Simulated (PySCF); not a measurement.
Si(NMe2)(SiH3)3, SMILES CN(C)[Si]([SiH3])([SiH3])[SiH3], GFN2-xTB optimised geometry. Atoms within 1.6 Å of the plane z = 0.0 Å (x, y, z in Å): Si6 (-2.26, -0.46, 1.23), Si7 (0.92, 1.37, 0.00), H15 (1.27, -2.78, 0.77), H18 (-2.39, -0.86, -0.18), H19 (-3.22, 0.62, 1.44), H20 (0.52, 0.84, -1.31), H21 (2.39, 1.37, 0.00), H22 (0.53, 2.78, 0.00).

Computed with PBE0/def2-SVP in PySCF. Cells within 0.4 Å of a nucleus heavier than hydrogen are left out (blank, or x).

Map of the electron localisation function on the plane z = 0.0 Å:

```
|00000000000000000000000000000|
|00000000000000000000000000000|
|00000000000001366310000000000|
|00000000000017999951000000000|
|00000000000069999982000000000|
|00000000000289999982000000000|
|00000000000179999982011100000|
|00000000000049999972367620000|
|00000000000026996336999981000|
|00000000000013403509999994000|
|0000110000001221xx19999995000|
|0001111000001330xx09999994000|
|00011111100013530018999982000|
|00001123321012565324789840000|
|00001368862111344211122100000|
|00002799994101111100000000000|
|00014999996100000000000000000|
|00015999997100000000000000000|
|00003899995000000000000000000|
|00001489972000001232100000000|
|00000124420000016898410000000|
|00000000000000169999830000000|
|00000000000000289999940000000|
|00000000000000389999940000000|
|00000000000000279999720000000|
|00000000000000026887300000000|
|00000000000000001221000000000|
|00000000000000000000000000000|
|00000000000000000000000000000|
```
Scale: ten equal steps from 0.000 (start of '0') to 1.000 (end of '9'), in the order '0123456789'; x runs from -5.00 to 5.00, y from -5.00 (bottom) to 5.00 (top).
